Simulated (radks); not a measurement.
W4+, configuration [Xe] 4f14 5d2. Calculated with a radial shooting solver on a logarithmic mesh with Libxc functionals: scalar-relativistic Kohn-Sham, LDA (Slater exchange, Perdew-Wang correlation), spin-polarised, spherical densities, point nucleus; open shells are filled with parallel spins first (spin-orbit coupling, left out, can overturn this in heavy ions).

Radial electron density D(r) = 4 pi r^2 rho(r):

```
   r/bohr * D(r) (the largest magnitude, 136, reaches the edge; | marks zero)
  0.00299 |              *
 0.004019 |                    *
 0.005404 |                           *
 0.007265 |                                 *
 0.009768 |                                      *
  0.01313 |                                        *
  0.01752 |                                      *
  0.02355 |                                   *
  0.03166 |                                       *
  0.04257 |                                                *
  0.05723 |                                                      *
  0.07695 |                                               *
   0.1035 |                                         *
   0.1391 |                                                *
    0.187 |                                             *
   0.2514 |                            *
    0.338 |                          *
   0.4545 |                             *
    0.611 |                  *
   0.8215 |        *
    1.104 |     *
    1.485 |  *
    1.996 |*
    2.684 *
    3.609 *
    4.852 *
```

D(r) has 4 maxima, at r = 0.0124, 0.0568, 0.157, 0.416 bohr, and minima at 0.0239, 0.102, 0.295 bohr, inside which lie 1.91, 11.05, 29.86 electrons.
